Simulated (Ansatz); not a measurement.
A nudged elastic band was laid between two geometries of Cl2HSn (4 atoms, charge 0, multiplicity 2).

Method: UKS PBE0/def2-SVP (Ansatz 0.2.0).

```
movable images  : 5
climbing image  : yes
spring          : 5.0 eV/Å²
optimiser       : quadratic models (default)
start path      : IDPP
force threshold : 0.05 eV/Å
iteration limit : 60
end points      : relaxed
```

Initial state:

```xyz
4
Properties=species:S:1:pos:R:3
Cl -2.120 0.110 0.027
Sn 0.143 -0.146 -0.610
Cl 1.166 -1.464 1.065
H 0.868 1.439 -0.502
```

Final state:

```xyz
4
Properties=species:S:1:pos:R:3
Cl -2.018 -0.130 -0.660
Sn -0.032 0.264 0.561
Cl 1.268 -1.704 0.379
H 0.838 1.509 -0.301
```

(1) Which bonds break or form, and what moves?

(2) Give the energies along the band, and the barrier.

(3) What is the geometry of the highest image?

(4) What are the harmonic wavenumbers there?

Results:

(1) No bond is made or broken. The height of Sn2 over the plane of its neighbours goes from -0.80 to 0.80 Å. The two ends are copies of one structure, up to a mirror image or an exchange of like atoms.

(2) The run converged. The highest image is number 3 of 0 to 6, 30.0 kcal/mol above the ends, which have the same energy within 2 meV. A vibrational analysis at the climbing image gives one clearly imaginary mode, 1708i cm⁻¹: a first-order saddle point.

```tsv
image	path coordinate (Å)	energy (kcal/mol)	height of Sn2 over the plane of its neighbours (Å)
0	0.00	0.0	-0.80
1	0.25	2.8	-0.57
2	0.51	12.6	-0.29
3	0.76	30.0	0.00
4	1.02	12.6	0.29
5	1.27	2.8	0.57
6	1.53	0.0	0.80
```

(3) 
```xyz
4
Properties=species:S:1:pos:R:3
Cl -2.185 -0.103 -0.290
Sn 0.120 0.173 -0.057
Cl 1.195 -1.722 0.779
H 0.926 1.593 -0.452
```

(4) 1708i, 106, 374, 396, 511, 2019 cm⁻¹.

Time of the run: 74 s on 1 thread of Arm Neoverse V2, with other jobs on the host, peak memory 0.22 GiB.
